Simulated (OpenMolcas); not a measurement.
**Ni7+, Pd7+, Pt7+: d3 down the group**

| Item | Value |
| --- | --- |
| Program | OpenMolcas |
| Method | SS-RASPT2, IPEA 0.25 Eh, imaginary shift 0.1 Eh |
| Basis | ANO-RCC-VQZP |
| Scalar Hamiltonian | DKH2, point nucleus |
| Spin-orbit coupling | state interaction with AMFI integrals over the reference wave functions, term energies averaged over their components |

Active space for each ion: 9 electrons in 8 orbitals (RAS1 p, at most 2 holes; RAS2 d); closed shells correlated by CASPT2: Ni7+ 3s; Pd7+ 4s; Pt7+ 5s.

Computed levels in cm-1 above 4F 3/2:

| Level | Ni7+ | Pd7+ | Pt7+ |
| --- | --- | --- | --- |
| 4F 5/2 | 966 | 2380 | 10200 |
| 4F 7/2 | 2240 | 5110 | 17170 |
| 4P 1/2 | 24160 | 16870 | 22560 |
| 4P 5/2 | 25690 | 20390 | 33920 |
| 2G 7/2 | 26500 | 20210 | 32100 |
| 2G 9/2 | 27710 | 21370 | 52390 |
| 2P 3/2 | 33450 | 32390 | 56270 |
| 2P 1/2 | 33880 | 26040 | 40410 |
| 2H 9/2 | 36590 | 28760 | 33760 |
| weight of 4F in the lowest level (%) | 100 | 97 | 76 |

Mixed levels, with the weight of the term that names them: Ni7+ 2P 3/2 (55 %), Pd7+ 2G 9/2 (59 %), Pd7+ 2P 3/2 (56 %), Pd7+ 2H 9/2 (64 %), Pt7+ 4P 1/2 (68 %), Pt7+ 2G 7/2 (74 %), Pt7+ 2G 9/2 (58 %), Pt7+ 2P 3/2 (56 %), Pt7+ 2P 1/2 (68 %), Pt7+ 2H 9/2 (54 %).

Measured, with the error of the calculation in %. Measured levels: Ni7+ from Corliss and Sugar, J. Phys. Chem. Ref. Data 10, 197 (1981).

```tsv
Level	Ni7+
4F 5/2	1012 (-4.5)
4F 7/2	2184 (+2.6)
4P 1/2	23261 (+3.9)
4P 5/2	24669 (+4.1)
```

The fine-structure level 4F 7/2 changes by a factor of 7.67 from Ni7+ to Pt7+.

Without spin-orbit coupling 4P lies 22960, 14320, 13300 cm-1 above 4F in that order; the difference to the level 4P 1/2, of either sign, comes from spin-orbit coupling, which also lowers the zero.

CASPT2 breaks the degeneracy within a term, and the mean is taken; among the terms shown or strongly mixed into the levels shown the widest spread is 290 cm-1 (4d3 4F, Pd7+). Active for correlation alone: 3p; no level in the range computed is led by a configuration that opens it, so any true level of that kind is missing (holds for Ni7+). The CASPT2 spread within a term exceeds the gap to the next term for 3d3 2D(1) and 3d3 2H, so the order of their levels is uncertain (holds for Ni7+). Active for correlation alone: 4p; no level in the range computed is led by a configuration that opens it, so any true level of that kind is missing (holds for Pd7+). Active for correlation alone: 5p; no level in the range computed is led by a configuration that opens it, so any true level of that kind is missing (holds for Pt7+). Measured partners are found by configuration, term and J. A level has none where our copy of the source lacks it or the pairing is in doubt (some pairs that miss far off the trend of their configuration count as doubtful), and it then counts in no deviation. Levels of configurations outside the active space are missing.

A number in round brackets counts repeated terms of one configuration in the order of the reference energies.
